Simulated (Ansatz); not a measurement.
Input for Ansatz (a first-principles code): R-B3LYP/def2-TZVPP on AlH2I (SMILES [AlH2][I]), atoms moved off the minimum. Elements past Kr take the def2 small-core potentials; no spin–orbit coupling.

Ansatz 0.2 input:
```yaml
crystal:
  periodic: [false, false, false]
  atoms:
    - {symbol: Al, position_ang: [-0.94480913, -1.45023620, 0.34361051]}
    - {symbol: H, position_ang: [-0.48124393, -2.55768356, 1.27711347]}
    - {symbol: H, position_ang: [-2.27866837, -1.80416426, -0.84815939]}
    - {symbol: I, position_ang: [0.32943161, 0.55679986, -0.11615910]}
basis:
  gaussian:
    orbitals: def2-TZVPP
hamiltonian:
  xc: {name: B3LYP}
scf: {lower_state_search: off}
output: {forces: true}
```

The head of its log:

```
WARN ansatz: RAYON_NUM_THREADS=1 ignored (pool sized by the plan → 1); use --threads N
Functional definition: B3LYP
these checks for a lower state are left out or cut short: stability, starts, cluster_reference, orbital_swaps, neighbouring_geometries, increment
integrals: 0.04 GiB planned
822 factors; their error is unknown
mean field: 0.37 GiB planned
mean field evaluation 1: about -14734.0189 eV, gradient 1.3e1 eV
mean field evaluation 2: about -14734.4396 eV, gradient 7.6e0 eV
```

Q: Predict the final total energy.

A: -541.4942 hartree.
